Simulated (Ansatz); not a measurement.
`FBB(F)F` + `C=O` → `O=CB(F)F` + `BF`  (formal exchange of groups at a B–B bond)

Isolated molecules relaxed with PBE0-D4/def2-TZVP in Ansatz; ΔE leaves out vibrations. CBS: MP2 limit from def2 TZ/QZ plus the TZ coupled-cluster correction, frozen cores. This one scheme is used for every species. DFT in def2-TZVPP. Each species was taken in one conformer, which may not be the lowest.

```tsv
species	PBE0 energy (Eh)
`FBB(F)F`	-349.77312
`C=O`	-114.41933
`O=CB(F)F`	-338.35608
`BF`	-125.84096
```

(1) Work out ΔE.

Largest T1 diagnostic among the species: 0.015.

## Answers

(1) ΔE = (-338.35608) + (-125.84096) − (-349.77312) − (-114.41933) = -0.00459 Eh = -12.1 kJ/mol. CCSD(T)/CBS gives -16.1 kJ/mol.

From BLYP to BHLYP (50 % exact exchange), in def2-TZVPP and without D4, ΔE moves by −3.9 kJ/mol. At CCSD(T), def2-SVP lies −5.6 kJ/mol from the extrapolated value and def2-TZVPP −0.9 kJ/mol. Leaving LDA and LC-ωPBE aside and taking each functional with its dispersion term where it has one, the values, not all of them listed here, spread over 7.7 kJ/mol, from ωB97M-V to PBE-D4.
